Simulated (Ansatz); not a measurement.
`B[Te]C` + `O[SiH3]` → `C[Te][SiH2]O` + BH₃  (formal exchange of groups at a Te–B bond)

Program: Ansatz. Geometries: PBE0-D4/def2-TZVP. ΔE: electronic, gas phase. CCSD(T)/CBS is the MP2 limit (def2-TZVPP, def2-QZVPP) plus CCSD(T) − MP2 in def2-TZVPP, frozen cores. This one scheme is used for every species. DFT in def2-TZVPP. Elements past krypton have def2 core potentials. For Te outer-core shells are correlated without core-valence functions, which leaves a few kJ/mol of doubt a bond. One conformer a species, not always the lowest.

`B[Te]C`:

Z-matrix (Å, degrees):
```
C
Te 1 2.142
H 1 1.088 2 107.8
H 1 1.088 2 109.0 3 -119.9
H 1 1.088 2 109.0 3 119.9
B 2 2.085 1 99.2 3 -0.2
H 6 1.192 2 117.3 1 -180.0
H 6 1.193 2 119.7 1 -0.0
```

`O[SiH3]`:

```xyz
6

O    -0.679    0.096   -1.082
Si    0.051   -0.076    0.385
H    -0.140    0.381   -1.820
H     1.140   -1.090    0.341
H    -1.011   -0.518    1.317
H     0.639    1.207    0.859
```

`C[Te][SiH2]O`:

```xyz
10

C     0.720   -0.721    1.638
Te   -1.297   -0.886    0.911
Si   -0.902    0.598   -1.021
O     0.201   -0.089   -2.039
H     0.929    0.311    1.910
H     1.406   -1.071    0.871
H     0.789   -1.358    2.518
H    -0.375    1.919   -0.577
H    -2.225    0.786   -1.672
H     0.756    0.513   -2.539
```

BH₃:

Cartesian coordinates in Å:
```
B 0.000 0.000 0.000
H 0.785 -0.508 0.742
H -0.515 1.036 0.294
H -0.270 -0.528 -1.036
```

CCSD(T)/CBS gives +0.32 eV.

Question: Another level gave +0.39 eV. Which?
A. PBE-D4/def2-TZVPP
B. HF/def2-TZVPP
C. ωB97X-V/def2-TZVPP
D. PBE0-D4/def2-TZVPP

Answer: A. PBE-D4 0.39, HF/def2-TZVPP 0.19, PBE0-D4 0.32, ωB97X-V 0.27 eV.

Largest T1 diagnostic among the species: 0.015.

From PBE to PBE0 (25 % exact exchange), in def2-TZVPP and without D4, ΔE moves by −0.07 eV. The D4 term adds −0.07 eV with B3LYP and −0.04 eV with PBE0; it sums over pairs of atoms, weighted by their polarisabilities, and B3LYP, whose exchange is more repulsive, gets the larger term. In def2-TZVPP, CCSD(T) changes the Hartree–Fock value by +0.19 eV (the triples alone add +0.04 eV) and MP2 by +0.15 eV.

B3LYP here is the variant with VWN-RPA as its local correlation; programs differ in this.
